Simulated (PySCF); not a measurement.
**Spinor energies of Se²¹⁺ (selenium, charge +21)**

Start: [Ne] 3s2 3p1; 3p3/2 filled at m_j = +3/2. Calculated with PySCF 2.14 in an even-tempered Gaussian basis (19 s from 2.5 bohr⁻², ratio 2.4; 13 p from 3.2 bohr⁻², ratio 2.4; 5 d from 12 bohr⁻², ratio 2.6; 4 f from 18 bohr⁻², ratio 2.6): generalised Hartree-Fock with the X2C-1e Hamiltonian and a Gaussian nucleus; one run each with spin-orbit coupling (SO) screened by Boettger's factors, then bare. This is a chosen level, not necessarily the ground level.

```json
{"spinor shell": "1s1/2", "electrons": "2", "ε, screened SO (eV)": "-13646.6", "ε, bare SO (eV)": "-13646.6", "weight of nominal j (bare SO)": "1.000", "rms radius, bare SO (bohr)": "0.0507"}
{"spinor shell": "2s1/2", "electrons": "2", "ε, screened SO (eV)": "-2567.0", "ε, bare SO (eV)": "-2567.0", "weight of nominal j (bare SO)": "1.000", "rms radius, bare SO (bohr)": "0.208"}
{"spinor shell": "2p1/2", "electrons": "2", "ε, screened SO (eV)": "-2390.6", "ε, bare SO (eV)": "-2392.5", "weight of nominal j (bare SO)": "1.000", "rms radius, bare SO (bohr)": "0.183"}
{"spinor shell": "3s1/2", "electrons": "2", "ε, screened SO (eV)": "-940.26", "ε, bare SO (eV)": "-940.27", "weight of nominal j (bare SO)": "1.000", "rms radius, bare SO (bohr)": "0.519"}
{"spinor shell": "3p3/2", "electrons": "1", "ε, screened SO (eV)": "-883.55", "ε, bare SO (eV)": "-883.36", "weight of nominal j (bare SO)": "1.000", "rms radius, bare SO (bohr)": "0.512"}
```

(1) Where does 2p3/2 lie, and what is the 2p spin-orbit splitting (bare SO)?

| quantity | screened SO | bare SO |
| --- | --- | --- |
| E (hartree) | -2162.94937 | -2162.95621 |
| M_J | 3/2 | 3/2 |
| ⟨J²⟩ | 3.752 | 3.752 |
| ⟨L²⟩ | 2.002 | 2.002 |
| ⟨S²⟩ | 0.751 | 0.752 |

Each row is a mean over spinors that exchange with the open shell spreads, by up to 11.159 eV (3s1/2).

## Answers

(1) At -2347.5 eV, 45.072 eV above 2p1/2.
